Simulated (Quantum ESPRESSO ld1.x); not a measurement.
Question: These are the eigenvalues of the occupied orbitals of an atom or ion with whole-number occupations (Ry). Method: non-relativistic Kohn-Sham, PW86 exchange with PBE correlation, spin-unpolarised, spherical densities, point nucleus; computed with ld1.x of Quantum ESPRESSO 7.5.

orbital  eigenvalue
1s         -99.8043
2s         -11.7854
2p          -9.4681

Which element is it, and in what charge state? The configuration may be excited.

Answer: Z = 12, magnesium, charge +4: Mg4+ in [He] 2s2 2p4. The list shows which subshells hold electrons but not how many an open one holds; the 1s level, -49.902 hartree, gives Z - s = 10.0 by -(Z - s)^2/2, which with screening narrows Z to a few neighbours, and the depths of the outer levels then fix element, charge and occupations together.
